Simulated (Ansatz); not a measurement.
Problem. Name a neutral molecule of C, N, Si and H with zero-point energy (PBE0-D4/def2-TZVP) between 240 and 256 kJ/mol and HOMO–LUMO gap (PBE0/def2-TZVPP) between 5.25 and 5.55 eV (Ansatz, PBE0-D4/def2-TZVP geometry).

Solution. `C=C1[SiH2]N1C` (240.7 kJ/mol, 5.32 eV). Other molecules can fit too; these were computed, each in one conformer that needn't be the lowest.
